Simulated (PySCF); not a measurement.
Constitutional and geometric isomers with formula C2H5B. All species are isolated molecules in the gas phase. One relaxed conformer stands for each flexible species; it need not be the lowest. Strings in code marks are SMILES.

The LUMO from two functionals at the same geometries (PBE0-D4/def2-TZVP), both in PySCF: PBE-D3(BJ)/def2-TZVP and PBE0-D4/def2-TZVP. 

| species | PBE-D3(BJ)/def2-TZVP (eV) | PBE0-D4/def2-TZVP (eV) |
|---|---|---|
| `C1BC1` | -2.31 | -1.27 |
| `B(/[H])=C\C` | -2.35 | -1.34 |
| `C(B)=C` | -3.09 | -2.08 |

Over these rows, drawn at random from the members with no instability flagged (it was tested for open shells, ions and some series alone), PBE minus PBE0-D4: mean -1.02 eV, from -1.04 eV to -1.01 eV.
